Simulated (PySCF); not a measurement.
O3Re (SMILES [O]=[Re+](=[O])=[O]), charge +1, singlet, at a GFN2-xTB geometry (such geometries of metal compounds can be far from the true shape) (the multiplicity is a formal guess) (core potentials on Re); PySCF with DF-CAMB3LYP/def2-TZVP.

Here is a job for PySCF.
```python
from pyscf import gto, scf, dft

mol = gto.M(
    atom='''
Re    0.09410804   -0.07891784   -0.12125114
O    -1.30913754   -0.85427840    0.30762000
O    -0.42814776    1.44831601   -0.50727999
O     0.85502242    0.14581715    1.33638946
''',
    basis='def2-tzvp',
    ecp={'Re': 'def2-tzvp'},
    charge=1,
    verbose=4,
)

mf = dft.RKS(mol)
mf.xc = 'camb3lyp'
mf.diis = False
mf.max_cycle = 100
mf = mf.density_fit(auxbasis='def2-universal-jkfit')
mf.kernel()
```

What the program printed (banner, timings and long lists left out):

```
PySCF version 2.14.0

[INPUT] verbose = 4
[INPUT] num. atoms = 4
[INPUT] num. electrons = 38
[INPUT] charge = 1
[INPUT] spin (= nelec alpha-beta = 2S) = 0
[INPUT] symmetry False subgroup None
[INPUT] Mole.unit = angstrom
[INPUT] Symbol           X                Y                Z      unit          X                Y                Z       unit  Magmom
[...]
nuclear repulsion = 153.919632179618
number of shells = 47
number of NR pGTOs = 204
number of NR cGTOs = 133
basis = def2-tzvp
ecp = {'Re': 'def2-tzvp'}

******** <class 'pyscf.df.df_jk.DFRKS'> ********
method = DFRKS
initial guess = minao
damping factor = 0
level_shift factor = 0
DIIS disabled
SCF conv_tol = 1e-09
SCF conv_tol_grad = None
SCF max_cycles = 100
direct_scf = False
XC library pyscf.dft.libxc version 7.1.2
    S. Lehtola, C. Steigemann, M. J. T. Oliveira, and M. A. L. Marques,  SoftwareX 7, 1–5 (2018)
XC functionals = camb3lyp
    T. Yanai, D. P. Tew, and N. C. Handy,  Chem. Phys. Lett. 393, 51 (2004)
radial grids:
    Treutler-Ahlrichs [JCP 102, 346 (1995); DOI:10.1063/1.469408] (M4) radial grids

becke partition: Becke, JCP 88, 2547 (1988); DOI:10.1063/1.454033
pruning grids: <function nwchem_prune>
grids dens level: 3
symmetrized grids: False
atomic radii adjust function: <function treutler_atomic_radii_adjust>
small_rho_cutoff = 0
Set gradient conv threshold to 3.16228e-05
Initial guess from minao.
tot grids = 66560
******** <class 'pyscf.df.df.DF'> ********
auxbasis = def2-universal-jkfit
Create RSH-DF object <pyscf.df.df.DF object> for omega=0.33
******** <class 'pyscf.df.df.DF'> ********
auxbasis = auxmol.basis = def2-universal-jkfit
init E= -283.642817682242
[...]
cycle= 1 E= -302.578659564723  delta_E= -18.9  |g|= 2.25  |ddm|= 9.61
[...]
cycle= 2 E= -294.174567222179  delta_E=  8.4  |g|= 6.63  |ddm|=  7.2
[...]
cycle= 3 E= -288.444209349151  delta_E= 5.73  |g|= 9.36  |ddm|= 9.16
[...]
cycle= 4 E= -257.445051409872  delta_E=   31  |g|= 11.5  |ddm|= 20.6
[...]
cycle= 5 E= -243.008255821839  delta_E= 14.4  |g|= 13.9  |ddm|= 22.1
[...]
cycle= 6 E= -227.3450687357  delta_E= 15.7  |g|= 12.5  |ddm|= 43.2
[...]
cycle= 7 E= -228.137165071705  delta_E= -0.792  |g|= 13.2  |ddm|= 43.9
[...]
cycle= 8 E= -227.162826267093  delta_E= 0.974  |g|= 12.6  |ddm|= 48.7
[...]
cycle= 9 E= -227.953593445312  delta_E= -0.791  |g|= 13.2  |ddm|= 48.8
[...]
cycle= 10 E= -227.354290388618  delta_E= 0.599  |g|= 12.6  |ddm|=   49
[...]
cycle= 11 E= -227.956450234832  delta_E= -0.602  |g|= 13.2  |ddm|=   49
[...]
cycle= 12 E= -227.385625915626  delta_E= 0.571  |g|= 12.6  |ddm|=   49
[...]
cycle= 13 E= -227.957406744702  delta_E= -0.572  |g|= 13.2  |ddm|=   49
[...]
cycle= 14 E= -227.390258925244  delta_E= 0.567  |g|= 12.6  |ddm|=   49
[...]
cycle= 15 E= -227.957557460252  delta_E= -0.567  |g|= 13.2  |ddm|=   49
[...]
cycle= 16 E= -227.390935699901  delta_E= 0.567  |g|= 12.6  |ddm|=   49
[...]
cycle= 17 E= -227.957579644633  delta_E= -0.567  |g|= 13.2  |ddm|=   49
[...]
cycle= 18 E= -227.391034418934  delta_E= 0.567  |g|= 12.6  |ddm|=   49
[...]
cycle= 19 E= -227.9575828572  delta_E= -0.567  |g|= 13.2  |ddm|=   49
[...]
cycle= 20 E= -227.391048837469  delta_E= 0.567  |g|= 12.6  |ddm|=   49
[...]
cycle= 21 E= -227.957583310009  delta_E= -0.567  |g|= 13.2  |ddm|=   49
[...]
cycle= 22 E= -227.391050956304  delta_E= 0.567  |g|= 12.6  |ddm|=   49
[...]
cycle= 23 E= -227.957583367141  delta_E= -0.567  |g|= 13.2  |ddm|=   49
[...]
cycle= 24 E= -227.391051275074  delta_E= 0.567  |g|= 12.6  |ddm|=   49
[...]
cycle= 25 E= -227.957583370428  delta_E= -0.567  |g|= 13.2  |ddm|=   49
[...]
cycle= 26 E= -227.391051327207  delta_E= 0.567  |g|= 12.6  |ddm|=   49
[...]
cycle= 27 E= -227.957583368044  delta_E= -0.567  |g|= 13.2  |ddm|=   49
[...]
cycle= 28 E= -227.391051338015  delta_E= 0.567  |g|= 12.6  |ddm|=   49
[...]
cycle= 29 E= -227.95758336607  delta_E= -0.567  |g|= 13.2  |ddm|=   49
[...]
cycle= 30 E= -227.391051341439  delta_E= 0.567  |g|= 12.6  |ddm|=   49
[...]
[...]
[...]
cycle= 50 E= -227.391051344803  delta_E= 0.567  |g|= 12.6  |ddm|=   49
[...]
cycle= 51 E= -227.957583363241  delta_E= -0.567  |g|= 13.2  |ddm|=   49
[...]
cycle= 52 E= -227.391051344819  delta_E= 0.567  |g|= 12.6  |ddm|=   49
[...]
cycle= 53 E= -227.957583363238  delta_E= -0.567  |g|= 13.2  |ddm|=   49
[...]
cycle= 54 E= -227.391051344817  delta_E= 0.567  |g|= 12.6  |ddm|=   49
[...]
cycle= 55 E= -227.957583363237  delta_E= -0.567  |g|= 13.2  |ddm|=   49
[...]
cycle= 56 E= -227.391051344806  delta_E= 0.567  |g|= 12.6  |ddm|=   49
[...]
cycle= 57 E= -227.957583363237  delta_E= -0.567  |g|= 13.2  |ddm|=   49
[...]
cycle= 58 E= -227.391051344806  delta_E= 0.567  |g|= 12.6  |ddm|=   49
[...]
cycle= 59 E= -227.957583363236  delta_E= -0.567  |g|= 13.2  |ddm|=   49
[...]
cycle= 60 E= -227.391051344803  delta_E= 0.567  |g|= 12.6  |ddm|=   49
[...]
cycle= 61 E= -227.957583363236  delta_E= -0.567  |g|= 13.2  |ddm|=   49
[...]
cycle= 62 E= -227.391051344801  delta_E= 0.567  |g|= 12.6  |ddm|=   49
[...]
cycle= 63 E= -227.957583363235  delta_E= -0.567  |g|= 13.2  |ddm|=   49
[...]
cycle= 64 E= -227.391051344806  delta_E= 0.567  |g|= 12.6  |ddm|=   49
[...]
cycle= 65 E= -227.957583363234  delta_E= -0.567  |g|= 13.2  |ddm|=   49
[...]
cycle= 66 E= -227.391051344827  delta_E= 0.567  |g|= 12.6  |ddm|=   49
[...]
cycle= 67 E= -227.957583363234  delta_E= -0.567  |g|= 13.2  |ddm|=   49
[...]
cycle= 68 E= -227.391051344804  delta_E= 0.567  |g|= 12.6  |ddm|=   49
[...]
cycle= 69 E= -227.957583363236  delta_E= -0.567  |g|= 13.2  |ddm|=   49
[...]
cycle= 70 E= -227.391051344814  delta_E= 0.567  |g|= 12.6  |ddm|=   49
[...]
cycle= 71 E= -227.957583363235  delta_E= -0.567  |g|= 13.2  |ddm|=   49
[...]
cycle= 72 E= -227.391051344797  delta_E= 0.567  |g|= 12.6  |ddm|=   49
[...]
cycle= 73 E= -227.957583363236  delta_E= -0.567  |g|= 13.2  |ddm|=   49
[...]
cycle= 74 E= -227.391051344806  delta_E= 0.567  |g|= 12.6  |ddm|=   49
[...]
cycle= 75 E= -227.957583363236  delta_E= -0.567  |g|= 13.2  |ddm|=   49
[...]
cycle= 76 E= -227.391051344795  delta_E= 0.567  |g|= 12.6  |ddm|=   49
[...]
cycle= 77 E= -227.957583363235  delta_E= -0.567  |g|= 13.2  |ddm|=   49
[...]
cycle= 78 E= -227.391051344795  delta_E= 0.567  |g|= 12.6  |ddm|=   49
[...]
cycle= 79 E= -227.957583363235  delta_E= -0.567  |g|= 13.2  |ddm|=   49
[...]
cycle= 80 E= -227.391051344798  delta_E= 0.567  |g|= 12.6  |ddm|=   49
[...]
cycle= 81 E= -227.957583363235  delta_E= -0.567  |g|= 13.2  |ddm|=   49
[...]
cycle= 82 E= -227.3910513448  delta_E= 0.567  |g|= 12.6  |ddm|=   49
[...]
cycle= 83 E= -227.957583363235  delta_E= -0.567  |g|= 13.2  |ddm|=   49
[...]
cycle= 84 E= -227.391051344804  delta_E= 0.567  |g|= 12.6  |ddm|=   49
[...]
cycle= 85 E= -227.957583363235  delta_E= -0.567  |g|= 13.2  |ddm|=   49
[...]
cycle= 86 E= -227.391051344815  delta_E= 0.567  |g|= 12.6  |ddm|=   49
[...]
cycle= 87 E= -227.957583363236  delta_E= -0.567  |g|= 13.2  |ddm|=   49
[...]
cycle= 88 E= -227.391051344806  delta_E= 0.567  |g|= 12.6  |ddm|=   49
[...]
cycle= 89 E= -227.957583363235  delta_E= -0.567  |g|= 13.2  |ddm|=   49
[...]
cycle= 90 E= -227.391051344808  delta_E= 0.567  |g|= 12.6  |ddm|=   49
[...]
cycle= 91 E= -227.957583363236  delta_E= -0.567  |g|= 13.2  |ddm|=   49
[...]
cycle= 92 E= -227.391051344808  delta_E= 0.567  |g|= 12.6  |ddm|=   49
[...]
cycle= 93 E= -227.957583363236  delta_E= -0.567  |g|= 13.2  |ddm|=   49
[...]
cycle= 94 E= -227.3910513448  delta_E= 0.567  |g|= 12.6  |ddm|=   49
[...]
cycle= 95 E= -227.957583363236  delta_E= -0.567  |g|= 13.2  |ddm|=   49
[...]
cycle= 96 E= -227.391051344803  delta_E= 0.567  |g|= 12.6  |ddm|=   49
[...]
cycle= 97 E= -227.957583363236  delta_E= -0.567  |g|= 13.2  |ddm|=   49
[...]
cycle= 98 E= -227.391051344796  delta_E= 0.567  |g|= 12.6  |ddm|=   49
[...]
cycle= 99 E= -227.957583363235  delta_E= -0.567  |g|= 13.2  |ddm|=   49
[...]
cycle= 100 E= -227.391051344801  delta_E= 0.567  |g|= 12.6  |ddm|=   49
SCF not converged.
SCF energy = -227.391051344801
```

The run did not converge; its last values are not results.
